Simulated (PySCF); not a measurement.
GeH4N2, SMILES [NH2][Ge][NH2] (connectivity only; charge and spin as stated), neutral, multiplicity 1.

Coordinates come from a ωB97X-D3(BJ)/def2-TZVP optimisation. The values are those of a single conformer.

Method: TDDFT-CAM-B3LYP/def2-SVPD in PySCF.

Vertical excitations. Isolated molecule, no solvent. State labels are in the subgroup C2v.

```csv
state,symmetry,energy (eV),λ (nm),f,main pairs
S1,B1,5.24,236,0.085,HOMO→LUMO 99 %
S2,B2,5.64,220,0.044,HOMO−1→LUMO 94 %
S3,A2,6.41,193,0.000,HOMO−1→LUMO+1 89 %
S4,B1,6.53,190,0.057,HOMO−1→LUMO+2 91 %
S5,A1,6.75,184,0.004,"HOMO→LUMO+1 60 %, HOMO−2→LUMO 38 %"
S6,B2,6.82,182,0.383,HOMO→LUMO+2 94 %
S7,A1,7.13,174,0.062,"HOMO−2→LUMO 57 %, HOMO→LUMO+1 38 %"
S8,A1,7.62,163,0.472,HOMO→LUMO+3 92 %
S9,A2,7.76,160,0.000,"HOMO−1→LUMO+3 49 %, HOMO−2→LUMO+2 32 %, HOMO−1→LUMO+4 10 %"
S10,B1,7.84,158,0.064,"HOMO−2→LUMO+1 71 %, HOMO−1→LUMO+6 18 %"
T1,B1,3.62,342,0,HOMO→LUMO 99 %
T2,B2,4.54,273,0,HOMO−1→LUMO 97 %
T3,B2,5.53,224,0,HOMO→LUMO+2 86 %
T4,A1,5.62,221,0,HOMO−2→LUMO 96 %
```
Triplets are in the Tamm–Dancoff approximation, which puts them higher than full response would, so one can lie above its singlet here.
